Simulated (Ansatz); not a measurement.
```yaml
crystal:
  periodic: [false, false, false]
  atoms:
    - {symbol: N, position_ang: [-1.139729, -1.056574, -1.057640]}
    - {symbol: Zr, position_ang: [0.249712, 0.276759, -0.334380]}
    - {symbol: N, position_ang: [-0.769642, 1.377614, 1.019246]}
    - {symbol: N, position_ang: [1.608459, -0.776672, 0.644335]}
    - {symbol: Cl, position_ang: [1.194263, 1.670523, -2.021021]}
    - {symbol: H, position_ang: [-1.211397, -2.033252, -0.933863]}
    - {symbol: H, position_ang: [-1.829849, -0.800980, -1.804230]}
    - {symbol: H, position_ang: [-0.418664, 2.297858, 1.482479]}
    - {symbol: H, position_ang: [-1.735506, 1.314146, 1.366321]}
    - {symbol: H, position_ang: [2.360581, -1.342918, 0.226476]}
    - {symbol: H, position_ang: [1.733881, -0.842680, 1.643089]}
basis:
  gaussian: {orbitals: def2-TZVPD}
hamiltonian: {xc: {name: HF}}
correlation: {method: mp2, frozen_orbitals: {N: 9}}
output: {forces: true}
```

```sh
$ ansatz run in.yaml --threads 4 --pin off --events-out ev --progress --plain --max-ram 11315MiB
```

It prints (some lines left out):

```
Functional definition: HF
Error: "frozen_orbitals" has no count for Zr
```

Question: What is wrong with this run?

Answer: Frozen orbitals are typed for one element alone, and the program wants a count for each. The program refused the input.
